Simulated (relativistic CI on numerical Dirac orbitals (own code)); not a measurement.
What each ingredient does to the levels of Cs36+

Base calculation: Dirac-Coulomb-Breit CI, KLI orbitals optimised for each configuration, QED by a radiative potential, unscaled Slater integrals.

Configurations in the expansion (outside the closed core [Ne]): 3s2 3p6 3d, 3s2 3p5 3d2, 3s 3p6 3d2, 3s2 3p6 4s, 3s2 3p6 4p, 3s2 3p6 4d, 3s2 3p5 3d 4s, 3s2 3p6 4f, 3s2 3p5 3d 4p, 3s2 3p5 3d 4d, 3s 3p6 3d 4s, 3p6 3d2 4p, 3s2 3p5 3d 4f, 3s 3p6 3d 4p, 3s 3p6 3d 4d, 3s2 3p6 5s, 3s2 3p6 5p, 3s 3p6 3d 4f, 3s2 3p6 5d, 3s2 3p6 5f, 3s2 3p6 5g, 3p6 3d3, 3p5 3d4, 3p5 3d3 4s, 3p6 3d2 4s, 3p5 3d2 4s2, 3p6 3d2 4d, 3p5 3d3 4d, 3p5 3d2 4s 4d. Double excitations out of closed p, d and f shells are left out; levels of such configurations are missing from the list, as are those of other unlisted configurations, and high levels can miss mixing partners. These lack a partner that the ground configuration has and come out too high: 3s2 3p5 3d 4p, 3s2 3p5 3d 4f.

Variants: (1) P86 correlation estimate; (2) only the first 3 configurations. Shifts of the energy above 3s2 3p6 3d 2D_3/2, in eV, for the lowest level and the first level of each name with at least 55 % of one term (blank where a level changes its place among those of its configuration and J or its character, or is not in the variant):

```tsv
Level	Base	Δ(1)	Δ(2)
3s2 3p6 3d 2D_3/2	0.000	0.000	0.000
3s2 3p6 3d 2D_5/2	18.467	0.000	+0.013
3s2 3p5 3d2 4D°_1/2	168.254	+0.361	-0.661
3s2 3p5 3d2 4D°_3/2	169.366	+0.361	-0.631
3s2 3p5 3d2 4G°_9/2	188.719	+0.362	-0.517
3s2 3p5 3d2 4G°_11/2	194.629	+0.362	-0.482
3s2 3p5 3d2 2H°_11/2	210.235	+0.362	-0.482
3s2 3p5 3d2 2G°_9/2	218.459	+0.362	-0.588
3s2 3p5 3d2 2P°_1/2	220.396	+0.361	-0.647
3s2 3p5 3d2 2F°_5/2	223.319	+0.362	-0.356
3s 3p6 3d2 4F_3/2	396.891	+0.574	-0.327
3s 3p6 3d2 4F_5/2	401.862	+0.574	-0.344
3s 3p6 3d2 4F_7/2	413.825	+0.574	-0.346
3s 3p6 3d2 4P_1/2	414.079	+0.574	-0.321
3s 3p6 3d2 4F_9/2	422.290	+0.574	-0.338
3s 3p6 3d2 4P_3/2	422.521	+0.574	-0.328
3s 3p6 3d2 2F_5/2	429.231	+0.574	-0.443
3s 3p6 3d2 2D_3/2	431.836	+0.574	-0.145
3s 3p6 3d2 2G_7/2	432.927	+0.574	-0.365
3s 3p6 3d2 2P_1/2	439.983	+0.575	+0.107
3s 3p6 3d2 2G_9/2	440.158	+0.574	-0.336
3s 3p6 3d2 2D_5/2	444.504	+0.574	-0.294
```

At this charge energies of transitions that change n are usually good to better than 1 %, and those within a shell (Δn = 0) to a few per cent.

Ionisation energy from the two ground configurations alone: base 2421.6 eV; P86 correlation estimate 2423.31 eV. The NIST ASD value (theoretical) is 2422 eV.

LS names give the leading component of a level, which can be under half, so a name can repeat, a term be missing and a line seem to break the LS rules.
